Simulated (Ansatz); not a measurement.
Born–Oppenheimer molecular dynamics of C$_{2}$H$_{6}$Cl$_{3}$NSi (13 atoms, charge 0, multiplicity 1). It starts from a relaxed structure.

All numbers below come from Ansatz, RKS PBE0/6-31G.

```json
{"ensemble": "NVE (velocity Verlet)", "time step": "1 fs", "steps asked": "150", "starting velocities drawn for": "1500 K", "masses": "H 2.014 u", "seed": "438589"}
```

First frame:

```xyz
13
Properties=species:S:1:pos:R:3
Si 0.007 -0.032 0.042
N 0.039 -0.068 1.768
C -1.149 -0.420 2.548
H -1.924 -0.853 1.912
H -0.881 -1.165 3.306
H -1.563 0.464 3.050
C 1.157 0.441 2.562
H 1.428 -0.300 3.324
H 2.034 0.620 1.937
H 0.886 1.379 3.064
Cl 2.010 -0.131 -0.734
Cl -0.890 1.750 -0.821
Cl -1.151 -1.684 -0.714
```

How far do the bonds stretch over the last three quarters of this one trajectory? (Pairs bonded in most of those frames.)


```csv
bond,mean (Å),spread (Å),shortest,longest
Si1–N2,1.741,0.033,1.70,1.81
Si1–Cl11,2.161,0.033,2.12,2.22
Si1–Cl12,2.191,0.068,2.06,2.29
Si1–Cl13,2.178,0.048,2.09,2.25
N2–C3,1.483,0.038,1.41,1.56
N2–C7,1.472,0.041,1.37,1.56
C3–H4,1.101,0.027,1.04,1.17
C3–H5,1.107,0.047,1.02,1.20
C3–H6,1.105,0.031,1.05,1.16
C7–H8,1.108,0.053,1.01,1.23
C7–H9,1.099,0.031,1.04,1.16
C7–H10,1.112,0.065,1.01,1.21
```

Mean temperature of the second half: 886 K. The conserved energy stayed within 1.6 meV per atom of its start (net change 0.65 meV per atom), so the integration is sound. A run of 0.15 ps of so small a system gives no equilibrium averages. Limits of this set-up: no polarisation functions.

Time of the run: 21 min on 1 thread of Arm Neoverse V2, with other jobs on the host, peak memory 0.27 GiB.
